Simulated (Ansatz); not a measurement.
Consider the hydrogenolysis of a C–F bond: `B[SiH2]CF` + H₂ → `B[SiH2]C` + H–F.

Isolated molecules relaxed with PBE0-D4/def2-TZVP in Ansatz; ΔE leaves out vibrations. CCSD(T)/CBS adds triple-zeta CCSD(T) − MP2 to the extrapolated MP2 energy (def2 sets, frozen cores). This one scheme is used for every species. Functionals use def2-TZVPP. Each species was taken in one conformer, which may not be the lowest.

`B[SiH2]CF`:

Z-matrix (Å, degrees):
```
Si
C 1 1.898
B 1 2.011 2 112.6
H 1 1.492 2 109.0 3 -121.1
H 1 1.491 2 109.1 3 121.5
F 2 1.391 1 111.4 3 179.9
H 2 1.096 1 110.9 3 59.5
H 2 1.096 1 110.9 3 -59.7
H 3 1.196 1 119.4 2 179.4
H 3 1.196 1 123.5 2 -0.7
```

H₂:

```xyz
2

H    -0.308   -0.205   -0.048
H     0.308    0.205    0.048
```

`B[SiH2]C`:

Z-matrix (Å, degrees):
```
Si
C 1 1.876
B 1 2.010 2 116.0
H 1 1.496 2 109.7 3 -120.9
H 1 1.495 2 109.8 3 122.6
H 2 1.092 1 110.7 3 -60.3
H 2 1.092 1 110.7 3 59.3
H 2 1.092 1 111.2 3 179.5
H 3 1.197 1 119.3 2 177.5
H 3 1.197 1 123.7 2 -3.1
```

H–F:

Cartesian coordinates in Å:
```
F -0.332 0.107 -0.300
H 0.332 -0.107 0.300
```

| species | r2SCAN energy (Eh) |
| --- | --- |
| `B[SiH2]CF` | -455.80276 |
| H₂ | -1.17128 |
| `B[SiH2]C` | -356.57543 |
| H–F | -100.44665 |

Q: Work out ΔE.

A: ΔE = (-356.57543) + (-100.44665) − (-455.80276) − (-1.17128) = -0.04804 Eh = -126.1 kJ/mol. CCSD(T)/CBS gives -138.6 kJ/mol.

Largest T1 diagnostic among the species: 0.012.

From PBE to PBE0 (25 % exact exchange), in def2-TZVPP and without D4, ΔE moves by −9.1 kJ/mol. Leaving LDA and LC-ωPBE aside and taking each functional with its dispersion term where it has one, the values, not all of them listed here, spread over 25.4 kJ/mol, from PBE-QIDH to BLYP-D4. At CCSD(T), def2-SVP lies +11.3 kJ/mol from the extrapolated value and def2-TZVPP +2.1 kJ/mol.
